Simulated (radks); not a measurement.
Q: La53+, configuration [He] 2s2 (the NIST ground configuration). Method: scalar-relativistic Kohn-Sham, PBE, spin-polarised, spherical densities, finite nucleus; Fermi nuclear charge, rms radius 4.855 fm; computed with a radial shooting solver on a logarithmic mesh with Libxc functionals. Some entries of the table are withheld. Estimate them.

orbital  occ.  eigenvalue (Ry)  r(max) (bohr)
1s          2              (1)            (2)
2s          2        -787.7796        0.08788
2p          0              (3)        0.06978
3s          0        -339.2265         0.2259

A: 
(1) 1s eigenvalue (Ry): -3250.178
(2) 1s r(max) (bohr): 0.01605
(3) 2p eigenvalue (Ry): -752.2915
